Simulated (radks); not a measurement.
Trend from N to Bi: ionisation energy by Delta-SCF between NIST ground configurations, and size. Method: Dirac Kohn-Sham, BLYP, spin-unpolarised, spherical densities, finite nucleus; open shells fill j = l - 1/2 first; Fermi nuclear charge, rms radius of each element as measured or else 0.836 A^(1/3) + 0.57 fm; computed with a radial shooting solver on a logarithmic mesh with Libxc functionals.

[
 {"species": "N", "configuration": "[He] 2s2 2p3", "configuration of the ion": "[He] 2s2 2p2", "IE (eV)": "13.561", "NIST (eV)": "14.534", "kind": "exp.", "-e(HOMO) (eV)": "7.052 (2p3/2)", "outermost": "2p3/2", "<r> outermost (bohr)": "1.49", "r at 0.001 e/bohr^3 (bohr)": "3.49"},
 {"species": "P", "configuration": "[Ne] 3s2 3p3", "configuration of the ion": "[Ne] 3s2 3p2", "IE (eV)": "9.542", "NIST (eV)": "10.487", "kind": "exp.", "-e(HOMO) (eV)": "5.326 (3p3/2)", "outermost": "3p3/2", "<r> outermost (bohr)": "2.39", "r at 0.001 e/bohr^3 (bohr)": "4.29"},
 {"species": "As", "configuration": "[Ar] 3d10 4s2 4p3", "configuration of the ion": "[Ar] 3d10 4s2 4p2", "IE (eV)": "8.860", "NIST (eV)": "9.789", "kind": "exp.", "-e(HOMO) (eV)": "4.917 (4p3/2)", "outermost": "4p3/2", "<r> outermost (bohr)": "2.59", "r at 0.001 e/bohr^3 (bohr)": "4.40"},
 {"species": "Sb", "configuration": "[Kr] 4d10 5s2 5p3", "configuration of the ion": "[Kr] 4d10 5s2 5p2", "IE (eV)": "7.841", "NIST (eV)": "8.608", "kind": "exp.", "-e(HOMO) (eV)": "4.379 (5p3/2)", "outermost": "5p3/2", "<r> outermost (bohr)": "3.00", "r at 0.001 e/bohr^3 (bohr)": "4.70"},
 {"species": "Bi", "configuration": "[Hg] 6p3", "configuration of the ion": "[Hg] 6p2", "IE (eV)": "6.851", "NIST (eV)": "7.286", "kind": "exp.", "-e(HOMO) (eV)": "3.616 (6p3/2)", "outermost": "6p3/2", "<r> outermost (bohr)": "3.29", "r at 0.001 e/bohr^3 (bohr)": "4.72"}
]

Reference values: NIST Atomic Spectra Database (exp. = measured, semi-emp. = semi-empirical, theory = theoretical value adopted there). Spin polarisation and multiplet splitting are left out, so open shells lie too high by an amount that depends on their filling.

Beside tabulated values, note that spin-unpolarised runs miss the spin-polarisation part of the exchange energy of open shells.
